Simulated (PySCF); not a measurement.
**[Bi(ox)]+ at several levels of theory**

Computed with PySCF 2.14.0 (density fitting, no spin-orbit coupling) at the geometry relaxed with PBE0:

```xyz
7
[Bi(ox)]+ (singlet)
Bi    0.0000    0.0000   -0.6431
O     1.3437    0.0000    0.9116
O    -1.3437    0.0000    0.9116
C     0.7748    0.0000    2.1694
C    -0.7748    0.0000    2.1694
O     1.4265    0.0000    3.1506
O    -1.4265    0.0000    3.1506
```

| level | basis | state | HOMO (eV) | gap (eV) | charge on Bi1 (e) | dipole about the centre of mass (D) | largest force component (eV/Å) |
| --- | --- | --- | --- | --- | --- | --- | --- |
| PBE0 | Bi def2-SVP with ECP60, O def2-SVP, C def2-SVP | singlet | -13.05 | 2.49 | 1.52 | 6.84 | 0.01 |
| TPSSh | the same | singlet | -12.22 | 1.41 | 1.47 | 6.31 | 0.63 |
| HF | the same | singlet | -16.98 | 9.05 | 1.85 | 9.07 | 2.04 |

Charges are Mulliken's, which hang on the basis. The relaxation used the grid (50, 194), these runs (75, 302) or, all-electron (x2c bases, spin-free X2C Hamiltonian), (99, 590).

Task: What does PBE0 with Bi def2-TZVP with ECP60, O def2-TZVP, C def2-TZVP give here?

Result: state singlet, HOMO (eV) -13.04, gap (eV) 2.51, charge on Bi1 (e) 1.43, dipole about the centre of mass (D) 6.92, largest force component (eV/Å) 1.53. Time: 20 s on 2 threads of Arm Neoverse V1, on a shared host, from free ions and atoms.

In the first row's basis the gap widens with exact exchange: 1.4 to 2.5 eV for TPSSh, PBE0 (a fixed share); 9.0 eV for Hartree–Fock (rising or full at long range).

Small gap, closed shell not tested for a spin-broken solution: TPSSh.
